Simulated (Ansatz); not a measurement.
Input for Ansatz (development build ahead of 0.2.0):

```yaml
crystal:
  periodic: [false, false, false]
  atoms:
    - { symbol: Cr, position_ang: [0.0, 0.0, 0.0] }
    - { symbol: S, position_ang: [0.0, 0.0, 4.4896] }
basis:
  gaussian: { orbitals: pcseg-2 }
magnetization:
  spin_polarized: true
hamiltonian:
  xc: pbe
```

The input is written out in the form of the current development build from the run's settings.

The run gave:

```json
{"Converged": "yes", "Total energy": "-1442.09076 hartree", "Spin squared of the determinant": "3.720", "Stability test": "minimum"}
```

Caution: charge can spread falsely over distant fragments; another spin multiplicity may lie lower; the unrestricted determinant is a mixture of spin states.
